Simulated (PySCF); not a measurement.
Geometry:
```tsv
atom	x (Å)	y (Å)	z (Å)
B1	-0.724	0.466	-0.207
C2	-0.096	-0.915	-0.451
As3	1.736	-0.388	0.174
H4	-0.698	1.311	-1.073
H5	-1.203	0.735	0.872
H6	0.043	-1.253	-1.487
H7	-0.391	-1.748	0.201
H8	1.839	0.911	-0.621
H9	1.297	0.349	1.437
```

Geometry: PBE0-D3(BJ)/def2-SVP; GIAO shifts from PySCF 2.14.0 with density-fitted response routines, gas phase, non-relativistic, averaged over equivalent atoms.

At PBE0/pcSseg-1 (105 basis functions, 6.7 s wall time on 1 thread of an Arm Neoverse V1, shared host):
```tsv
atoms	δ (ppm)
B1	44.7
C2	19.5
As3	-96.4
H4/H5	5.36
H8/H9	1.89
H6/H7	1.71
```

References, each an isolated molecule treated in the same way: ¹¹B (100.73 ppm) vs BF3·OEt2; TMS for ¹³C (184.41 ppm), ¹H (31.27 ppm); ⁷⁵As (1910.42 ppm) against AsH3.

Task: What do these become at HF/pcSseg-2?

Result: 
```
atoms  δ at HF/pcSseg-2  change
   B1              49.3    +4.6
   C2              13.9    -5.6
  As3             -60.7   +35.7
H4/H5              5.17   -0.19
H8/H9              2.06   +0.17
H6/H7              1.39   -0.32
```

References, each an isolated molecule treated in the same way: BF3·OEt2 for ¹¹B (σ = 114.51 ppm); ¹³C (σ = 191.47 ppm), ¹H (σ = 31.68 ppm) against TMS; ⁷⁵As (σ = 1971.27 ppm) vs AsH3.

The largest change is at As3 (arsenic bonded to C, 2 H). Cost: 219 basis functions, 12 s wall time on 1 thread of an Arm Neoverse V1, shared host.

Relativistic effects, spin–orbit coupling among them, are left out; they matter for As and for the light atoms bonded to it. A carbon bonded to boron is broadened by the quadrupolar boron nucleus and is often missing from a measured spectrum.
